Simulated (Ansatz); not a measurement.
Si3Au⁺, relaxed as a triplet with UKS r2SCAN-D4/def2-SVP in Ansatz, starting from the r2SCAN-D4/def2-SVP geometry of the charge +1 singlet. Force threshold 0.02 eV/Å.

In the def2 sets Au takes a core potential; there is no spin–orbit coupling. At r2SCAN-D4/def2-SVP a singlet of charge 1 lies 0.44 eV below the triplet, each at its own geometry. The structure comes from a short search, and lower isomers may exist.

Start:

```xyz
4

Au   -0.6780    1.1846    0.0517
Si   -0.5342   -0.3080   -1.8603
Si    0.6055    0.1821    1.8550
Si    0.6067   -1.0588   -0.0464
```

| step | energy (eV) | largest force component (eV/Å) | SCF passes |
| --- | --- | --- | --- |
| 1 | -27308.0536 | 2.116 | 109 |
| 2 | -27308.5018 | 1.230 | 68 |
| 3 | -27308.7094 | 0.326 | 52 |
| 4 | -27308.7176 | 0.033 | 48 |
| 5 | -27308.7177 | 0.003 | 51 |

Force components are those of the run's own axes.

End:

```xyz
4

Au   -0.782    1.366    0.060
Si   -0.523   -0.214   -1.688
Si    0.513    0.232    1.689
Si    0.792   -1.383   -0.061
```

Bonds lost: Au1–Si4 (atoms count from 1).

No frequencies were taken in this run, so the end may be a saddle point.

Run time 34 s (4 threads of Arm Neoverse V2 on a shared host).
